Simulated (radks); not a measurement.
The numbers below are computed, except where a source is named.
Question: Os+, 75 electrons, occupied as [Xe] 4f13 5d6 6s1 6p1 (not the ground configuration). Code: a radial shooting solver on a logarithmic mesh with Libxc functionals. Model: Dirac Kohn-Sham, BLYP, spin-unpolarised, spherical densities, point nucleus; open shells are shared between the two j in proportion to 2j + 1. Some entries of the table are withheld. Estimate them.

orbital,occ.,eigenvalue (eV),<1/r> (bohr^-1),<r^2> (bohr^2)
1s1/2,2,(1),90.53,0.0004332
2s1/2,2,-12864.17,22.11,0.006582
2p1/2,2,-12315.98,(2),0.004684
2p3/2,4,-10784.25,(3),0.005880
3s1/2,2,-3013.720,8.114,0.04289
3p1/2,2,-2768.875,8.027,(4)
3p3/2,4,-2434.901,7.055,(5)
3d3/2,4,(6),6.950,0.03533
3d5/2,6,(7),6.724,0.03712
4s1/2,2,-654.8227,3.427,0.2097
4p1/2,2,-552.0938,3.317,0.2152
4p3/2,4,-473.0997,2.980,0.2490
4d3/2,4,(8),2.774,0.2667
4d5/2,6,(9),2.694,0.2790
5s1/2,2,-108.1558,1.375,1.102
4f5/2,5.57143,-76.3762,2.294,0.3559
5p1/2,2,-75.7493,1.251,1.308
4f7/2,7.42857,-73.4651,2.263,0.3659
5p3/2,4,-62.7131,1.130,1.550
5d3/2,2.4,-19.6538,0.8250,2.954
5d5/2,3.6,-18.3350,0.7961,3.164
6s1/2,1,(10),0.4846,7.820
6p1/2,0.333333,-9.3790,0.3888,11.99
6p3/2,0.666667,-8.2331,0.3527,14.34

Answer: 
(1) 1s1/2 eigenvalue (eV): -73800.95
(2) 2p1/2 <1/r> (bohr^-1): 22.06
(3) 2p3/2 <1/r> (bohr^-1): 18.31
(4) 3p1/2 <r^2> (bohr^2): 0.03926
(5) 3p3/2 <r^2> (bohr^2): 0.04578
(6) 3d3/2 eigenvalue (eV): -2025.291
(7) 3d5/2 eigenvalue (eV): -1952.980
(8) 4d3/2 eigenvalue (eV): -304.6266
(9) 4d5/2 eigenvalue (eV): -289.9267
(10) 6s1/2 eigenvalue (eV): -15.3714
